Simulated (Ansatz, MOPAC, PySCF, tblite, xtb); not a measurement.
Scan of H₂Mg, singlet: map of symmetric stretch and bend. Scanned: Mg-H bond length and H-Mg-H angle.

- GFN2-xTB, 300 K electronic temperature (tblite)
- RHF/def2-SVP (PySCF)
- FCI/def2-SVP = Ansatz (a quantum-chemistry and plane-wave program) with full CI/def2-SVP, frozen core
- RHF/def2-SVP (Ansatz)
- MP2/def2-SVP = MP2 on RHF/def2-SVP, frozen core (Ansatz)
- CCSD/def2-SVP = CCSD on RHF/def2-SVP, frozen core run with Ansatz
- CCSD(T)/def2-SVP = CCSD(T) on RHF/def2-SVP, frozen core (Ansatz)
- CCSDT/def2-SVP = CCSDT on RHF/def2-SVP, frozen core (Ansatz)
- CCSDT(Q)/def2-SVP = CCSDT(Q) on RHF/def2-SVP, frozen core in Ansatz
- RKS-PBE/def2-SVP = Ansatz with restricted PBE/def2-SVP
- RKS-B3LYP/def2-SVP = restricted B3LYP/def2-SVP run with Ansatz
- PM6, restricted, heats of formation (MOPAC)
- AM1, restricted, heats of formation (MOPAC)
- GFN1-xTB (xtb)
- RKS-B3LYP/6-31G* = restricted B3LYP/6-31G*, spherical d (PySCF 2.14.0)
- RMP2/3-21G = restricted MP2 (frozen core)/3-21G (PySCF)
- RHF/LANL2DZ = PySCF with restricted Hartree-Fock/LANL2DZ, with its core potentials past Ne
- RKS-B3LYP/3-21G = PySCF with restricted B3LYP/3-21G

Energies in kJ/mol at chosen points (x: Mg-H bond length (Å); y: H-Mg-H angle (°)), relative to x = 1.72, y = 180:

| method | (1.98, 70) | (1.64, 112.02) | (2.31, 159.01) | (2.05, 91.25) | (2.05, 180) | (1.45, 138.47) | (1.72, 150.54) |
|---|---|---|---|---|---|---|---|
| GFN2-xTB | 208.6 | 36.5 | 117.0 | 132.4 | 55.5 | 38.8 | 5.1 |
| RHF | 292.8 | 91.9 | 196.0 | 212.3 | 78.8 | 119.2 | 15.6 |
| FCI/def2-SVP | 252.4 | 85.0 | 170.6 | 185.1 | 70.8 | 114.0 | 13.4 |
| RHF/def2-SVP | 292.8 | 91.9 | 196.0 | 212.3 | 78.8 | 119.3 | 15.6 |
| MP2/def2-SVP | 275.3 | 87.4 | 189.5 | 202.1 | 77.6 | 114.5 | 14.3 |
| CCSD/def2-SVP | 255.2 | 85.3 | 172.9 | 187.3 | 71.7 | 113.8 | 13.5 |
| CCSD(T)/def2-SVP | 253.1 | 85.0 | 171.5 | 185.8 | 71.2 | 113.9 | 13.4 |
| CCSDT/def2-SVP | 252.2 | 85.0 | 170.6 | 185.0 | 70.9 | 113.9 | 13.4 |
| CCSDT(Q)/def2-SVP | 252.2 | 85.0 | 170.6 | 185.0 | 70.9 | 114.0 | 13.4 |
| RKS-PBE/def2-SVP | 246.7 | 82.1 | 163.2 | 175.6 | 65.9 | 114.9 | 14.0 |
| RKS-B3LYP/def2-SVP | 265.2 | 83.4 | 181.1 | 191.9 | 75.4 | 109.2 | 14.6 |
| PM6 | 270.4 | 100.3 | 296.7 | 232.2 | 119.3 | 213.6 | 15.6 |
| AM1 | 296.8 | 95.6 | 250.7 | 234.7 | 95.4 | 145.2 | 15.2 |
| GFN1-xTB | 253.7 | 50.4 | 168.2 | 174.9 | 83.7 | 27.6 | 8.9 |
| RKS-B3LYP/6-31G* | 261.1 | 83.0 | 176.6 | 187.0 | 71.3 | 116.8 | 13.2 |
| RMP2/3-21G | 266.2 | 94.9 | 172.2 | 190.6 | 63.9 | 138.4 | 15.5 |
| RHF/LANL2DZ | 300.8 | 98.8 | 201.3 | 219.7 | 79.3 | 128.9 | 17.4 |
| RKS-B3LYP/3-21G | 261.4 | 88.7 | 174.6 | 186.9 | 68.2 | 128.0 | 14.7 |
